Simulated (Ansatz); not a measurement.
`C1=NCO1` and `C1=NC[Se]1` differ in one element.

Ansatz, PBE0-D4/def2-TZVP geometries, multiplicity 1. 

Scalar relativity is left out up to krypton.

```tsv
property	`C1=NCO1`
ideal-gas entropy at 298 K and 1 bar (rigid rotor, harmonic PBE0-D4/def2-TZVP) / J/(mol·K)	260
LUMO energy (B3LYP/def2-TZVPP) / eV	-0.27
size of the dipole moment (PBE/def2-TZVPP) / D	1.07
size of the dipole moment (ωB97M-V/def2-TZVPP) / D	0.97
HOMO–LUMO gap (ωB97M-V/def2-TZVPP) / eV	12.68
HOMO–LUMO gap (B3LYP/def2-TZVPP) / eV	7.58
```

(1) What does the change do to each property? (Estimate.)

Results:

(1) The calculation gave: 
| property | `C1=NC[Se]1` | shift |
| --- | --- | --- |
| ideal-gas entropy at 298 K and 1 bar (rigid rotor, harmonic PBE0-D4/def2-TZVP) / J/(mol·K) | 285 | 25 |
| LUMO energy (B3LYP/def2-TZVPP) / eV | -1.38 | -1.11 |
| size of the dipole moment (PBE/def2-TZVPP) / D | 0.85 | -0.22 |
| size of the dipole moment (ωB97M-V/def2-TZVPP) / D | 0.82 | -0.15 |
| HOMO–LUMO gap (ωB97M-V/def2-TZVPP) / eV | 9.89 | -2.79 |
| HOMO–LUMO gap (B3LYP/def2-TZVPP) / eV | 5.27 | -2.31 |

With PBE0 the HOMO rises by 1.22 eV and the LUMO falls by 1.15 eV, so the gap narrows by about 2.37 eV. PBE moves the HOMO by 0.92 eV and ωB97M-V by 1.44 eV. Dipoles are sizes alone; their direction can turn.

B3LYP here is the variant with VWN-RPA as its local correlation; programs differ in this.

Spin–orbit coupling is left out; it splits and shifts lone-pair levels of the heavy atoms by tenths of an eV.
